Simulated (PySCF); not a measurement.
A small calculation by hand: chemical shift, span and skew from a shielding tensor

Zn(NH2)(GeH3) (GeH5NZn), SMILES [NH2][Zn][GeH3]. Atoms are numbered in the order given.

```xyz
8

Zn    -0.0522     0.7658    -0.5034
N      0.0177     2.3252    -1.4663
H     -0.5470     3.1156    -1.1578
H     -0.0582     2.2762    -2.4816
Ge     0.0561    -1.2329     0.8011
H      1.0217    -2.2807     0.1940
H      0.5489    -0.9728     2.2460
H     -1.3179    -1.9348     0.9311
```
Charge 0, spin multiplicity 1.

Coordinates come from a B3LYP-D3(BJ)/def2-SVP optimisation. The structure was generated by enumeration; whether it is a known compound was not checked. Other conformers were not sampled.

GIAO shieldings from PBE/pcSseg-1 (PySCF), non-relativistic, no solvent. The symmetric part of the tensor of N2 has the principal values 213.3, 218.3, 303.1 ppm. The same nucleus in NH3 has σ = 267.0 ppm at this level (PySCF, at its B3LYP-D3(BJ)/def2-TZVP geometry).

### Question
Work out the isotropic shielding, the ¹⁵N shift against NH3, the span and the skew.

### Answer

σ(iso) = (σ11 + σ22 + σ33)/3 = 244.9 ppm. δ = σ(ref) − σ(iso) = 267.0 − (244.9) = 22.1 ppm.
Span Ω = σ33 − σ11 = 89.8 ppm. Skew κ = 3(σ(iso) − σ22)/Ω = 0.89. Tumbling in solution averages the tensor to δ; in a static solid the shielding alone would spread this spin-1/2 line over Ω.
